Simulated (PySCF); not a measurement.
Ga(F)(I)2, FGaI2, SMILES [I][Ga]([F])[I] at its B3LYP/def2-SVP optimised geometry (Å):

```
4

Ga    -0.3077    -0.0036     0.0000
F      1.4448    -0.0036     0.0000
I     -1.4315     2.2115     0.0000
I     -1.4448    -2.2115     0.0008
```

Level of theory: B3LYP/def2-TZVP, def2 effective core potentials past Kr run with PySCF 2.14.0. The core electrons that the potentials of I replace are not part of the density. Cells within 0.4 Å of a nucleus heavier than hydrogen are left out (blank, or x).

Map of the LUMO amplitude (bohr^(-3/2)) on the plane z = 0.0 Å; orbital energy -2.87 eV, overall sign arbitrary:

```
|5555566666666655555555555555555|
|5555666677766655555555555555555|
|5555666777776665555555555555555|
|5556667788877665555555555555555|
|5556677899987655555555555555555|
|5556677899876555555555555555555|
|5556667886355444455555555555555|
|5555666762xx4233455555555555555|
|555555555xxx3123455555555555555|
|5555554433750124555555555555555|
|5555554321000245555555555555555|
|5555544322123466665555555555555|
|5555544443456788765555665555555|
|5555554455678989864346666555555|
|55555555567996x7851xx8766555555|
|5555555567899xxx750xxx876555555|
|55555555567996x6851xx8766555555|
|5555554455679989864346666555555|
|5555544443456788765555665555555|
|5555544322123566665555555555555|
|5555554321000245555555555555555|
|5555554434750124555555555555555|
|555555555xxx3123455555555555555|
|5555666761xx4233455555555555555|
|5556667886355444455555555555555|
|5556677899876555555555555555555|
|5556677899987655555555555555555|
|5556667788877655555555555555555|
|5555666777776665555555555555555|
|5555666677766655555555555555555|
|5555566666666655555555555555555|
```
Scale: ten equal steps from -0.106 (start of '0') to 0.093 (end of '9'), in the order '0123456789'; x runs from -4.50 to 4.50, y from -4.50 (bottom) to 4.50 (top).
